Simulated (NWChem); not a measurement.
selenium hexafluoride (SeF$_{6}$); SMILES F[Se](F)(F)(F)(F)F

All runs: NWChem. Structure relaxed at the PBE0/def2-SVP level. Level: PBE0/aug-cc-pVDZ; rows give the wavelength of the field.

For field static:

```yaml
isotropic polarisability (bohr³): 34.9
```

**Question.** Estimate the same quantities for field 400 nm.

**Answer.** The isotropic polarisability (bohr³) is 36.2.
